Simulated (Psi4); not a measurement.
Pair of molecules, SMILES [GaH3] with SMILES [C-]#[O+] (the first has 4 atoms); geometry from GFN2-xTB, rigid monomers moved along the line of their centres of mass till Ga1···O6 is 2.35 Å.
(charge 0, multiplicity 1):
```xyz
6

Ga    -0.0031     0.0259     0.2557
H     -0.0089     1.5742     0.2529
H      1.3376    -0.7369     0.1190
H     -1.3414    -0.7488     0.1708
C      0.0758    -0.1368     3.7200
O      0.0464    -0.0839     2.5993
```

Level of theory: SAPT0/aug-cc-pVDZ (Psi4 1.11).

**Question.** Give the four SAPT terms and the total, and say what mostly holds the pair together.

**Answer.** electrostatics -37.0, exchange 62.8, induction -20.8, dispersion -16.9, total -12.0 kJ/mol; the largest attraction is electrostatics.
